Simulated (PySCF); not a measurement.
CH6FNOSi2, SMILES N[Si@@H]1OC[Si@@H]1F.

Geometry optimised at PBE0-D3(BJ)/def2-SVP. The structure was generated by enumeration; whether it is a known compound was not checked. The values are those of a single conformer.

Two levels are set side by side: TDA-PBE/def2-SVPD (PySCF) and TDA-ωB97X/def2-SVPD (PySCF). Vertical, same geometry. The lowest singlet is HOMO→LUMO 92 % with PBE and HOMO→LUMO 88 % with the other functional; states are paired by order. Differences are taken from unrounded values.

| quantity | TDA-PBE |
|---|---|
| lowest singlet excitation (eV) | 4.97 |
| lowest triplet excitation (TDA) (eV) | 4.46 |
| first bright state (f over 0.05) (eV) | 6.06 |
| its oscillator strength | 0.06 |

### Question
These are the TDA-PBE values. What does TDA-ωB97X give? (Estimate from the structure and the level; the computed values follow.)

### Answer

```tsv
quantity	TDA-ωB97X	TDA-PBE minus TDA-ωB97X
lowest singlet excitation (eV)	6.01	-1.04
lowest triplet excitation (TDA) (eV)	5.11	-0.65
first bright state (f over 0.05) (eV)	7.04	-0.98
its oscillator strength	0.07	-0.01
```

A lower first singlet is the usual sign of a functional without exact exchange. Differences between two approximate levels are no errors against the true value.

Rough cost on one machine, each run with all the roots and properties that it gave: TDA-ωB97X against TDA-PBE about 5 times.
